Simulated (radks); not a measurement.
Ionisation of the molybdenum ion Mo+, [Kr] 4d5, to [Kr] 4d4 as the strength of local exchange is varied. All-electron calculation, scalar-relativistic Kohn-Sham, Slater X-alpha exchange (alpha = 2/3 is LDA exchange), no correlation, spin-polarised, spherical densities, finite nucleus; open shells are filled with parallel spins first (spin-orbit coupling, left out, can overturn this in heavy ions); Fermi nuclear charge, rms radius 4.4091 fm. Program: a radial shooting solver on a logarithmic mesh with Libxc functionals.

alpha  E(Mo+) (hartree)  exchange (hartree)  IE (eV)  -e of the level emptied (eV)  <r> of it (bohr)
0.667       -4040.48252          -115.40322   15.717                   10.729 (4d)             1.903
0.913       -4083.33834          -159.63484   19.682                   14.231 (4d)             1.751
0.931       -4086.49182          -162.90633   19.994                   14.512 (4d)             1.742
0.963       -4092.10394          -168.73405   20.556                   15.018 (4d)             1.724
1.026       -4103.17501          -180.25126   21.690                   16.045 (4d)             1.692

NIST Atomic Spectra Database: 16.2 +/- 0.12 eV (semi-empirical). The Delta-SCF value meets it near alpha = 0.69. Open shells are spherical and high-spin; term and fine-structure splittings are not resolved.
